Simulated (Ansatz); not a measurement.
One change: `F[Si](F)(F)[SeH]` becomes `CC[Si](F)(F)F`.

Ansatz, PBE0-D4/def2-TZVP geometries, multiplicity 1. Each molecule was computed in one conformer, which needn't be the lowest.

Scalar relativity is left out up to krypton.

| property | `F[Si](F)(F)[SeH]` |
| --- | --- |
| size of the dipole moment (PBE/def2-TZVPP) / D | 1.49 |
| LUMO energy (PBE/def2-TZVPP) / eV | -1.36 |
| HOMO energy (B3LYP/def2-TZVPP) / eV | -7.74 |
| HOMO energy (ωB97M-V/def2-TZVPP) / eV | -10.18 |
| HOMO energy (PBE0/def2-TZVPP) / eV | -8.01 |
| HOMO–LUMO gap (PBE0/def2-TZVPP) / eV | 7.54 |

**Question.** Give the same properties after the change, and the shifts. (An estimate is asked.)

**Answer.** Computed: 
| property | `CC[Si](F)(F)F` | shift |
| --- | --- | --- |
| size of the dipole moment (PBE/def2-TZVPP) / D | 2.43 | 0.94 |
| LUMO energy (PBE/def2-TZVPP) / eV | -0.05 | 1.31 |
| HOMO energy (B3LYP/def2-TZVPP) / eV | -9.30 | -1.56 |
| HOMO energy (ωB97M-V/def2-TZVPP) / eV | -11.78 | -1.60 |
| HOMO energy (PBE0/def2-TZVPP) / eV | -9.50 | -1.49 |
| HOMO–LUMO gap (PBE0/def2-TZVPP) / eV | 10.29 | 2.75 |

With PBE0 the HOMO falls by 1.49 eV and the LUMO rises by 1.25 eV, so the gap widens by about 2.74 eV. PBE moves the HOMO by -1.28 eV and ωB97M-V by -1.60 eV. The zero-point energy changes by 150.9 kJ/mol with +15 modes. Dipoles are sizes alone; their direction can turn.

B3LYP here is the variant with VWN-RPA as its local correlation; programs differ in this.

Spin–orbit coupling is left out; it splits and shifts lone-pair levels of the heavy atoms by tenths of an eV.
